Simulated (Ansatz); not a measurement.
Wavefunction ladder for CH7AlSSi2, SMILES `[SH][Al]1[SiH2]C[SiH2]1`

```tsv
atom	x (Å)	y (Å)	z (Å)
S1	-1.9758	0.8827	-2.9948
Al2	-0.8325	0.4884	-1.1775
Si3	1.3470	0.9762	-0.1753
C4	1.0544	-0.5773	0.8943
Si5	-0.8373	-0.8192	0.8959
H6	-3.0088	0.1124	-2.6103
H7	2.6687	0.9873	-0.8655
H8	1.2864	2.1918	0.6908
H9	1.5009	-1.4321	0.3726
H10	1.4986	-0.5242	1.8913
H11	-1.2631	-2.2398	1.0548
H12	-1.4386	-0.0463	2.0239
```

Total charge 0; spin multiplicity 1. Geometry: relaxed with PBE0-D4/def2-TZVP. It is one conformer, not always the lowest. Frozen core, restricted reference, the Gaussian-basis code of Ansatz. CBS rows extrapolate triple and quadruple zeta; past MP2 they add the triple-zeta difference.

```json
{"basis": "def2-TZVPP", "HF (Eh)": "-1259.34300", "MP2 corr.": "-0.66647"}
{"basis": "def2-QZVPP", "HF (Eh)": "-1259.37992", "MP2 corr.": "-0.71653"}
```

Task: Estimate the CCSD correlation energy and the (T) correction in each basis where they were run (hartree).

Result: 
| basis | CCSD corr. | (T) |
| --- | --- | --- |
| def2-TZVPP | -0.73815 | -0.03334 |
| CBS(def2) | -0.82529 | as TZ |
